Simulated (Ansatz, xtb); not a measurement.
**Ranking isomers of C3H8GeO**

3 gas-phase structures of C3H8GeO, from a drawn sample of its isomers (lower ones may exist). Each was relaxed with GFN2-xTB:

A. `C[C@@H]1O[C@@H]1[GeH3]`, a singlet
B. `C[C@@H]1O[C@H]1[GeH3]`, a singlet
C. `C[C@@]1([GeH3])CO1`, a singlet

Q: Which do you expect lowest at r2SCAN-D4/def2-SVP, and how would the others follow?

A: Calculated order at r2SCAN-D4/def2-SVP: B (0.0), C (0.7), A (1.4) kcal/mol. Less than 1 kcal/mol parts B and C; C and A, so the order within those pairs means little.

Energies above the lowest of each column, in kcal/mol; the last columns are at PBE0-D3(BJ)/def2-SVP geometries:

```json
{"structure": "B", "GFN2-xTB": "0.1", "HF/STO-3G": "0.0", "r2SCAN-D4/def2-SVP": "0.0", "PBE0-D3(BJ)/def2-SVP": "0.0", "CCSD(T)/def2-SVP + ΔMP2/def2-TZVPP": "0.0"}
{"structure": "C", "GFN2-xTB": "0.4", "HF/STO-3G": "2.4", "r2SCAN-D4/def2-SVP": "0.7", "PBE0-D3(BJ)/def2-SVP": "0.9", "CCSD(T)/def2-SVP + ΔMP2/def2-TZVPP": "0.4"}
{"structure": "A", "GFN2-xTB": "0.0", "HF/STO-3G": "1.4", "r2SCAN-D4/def2-SVP": "1.4", "PBE0-D3(BJ)/def2-SVP": "1.0", "CCSD(T)/def2-SVP + ΔMP2/def2-TZVPP": "1.0"}
```

Every level run on B puts it lowest or level with the lowest. ΔMP2 is the change of the MP2 energy from the smaller to the larger basis.

Programs: Ansatz 0.2.0, xtb 6.7.1.
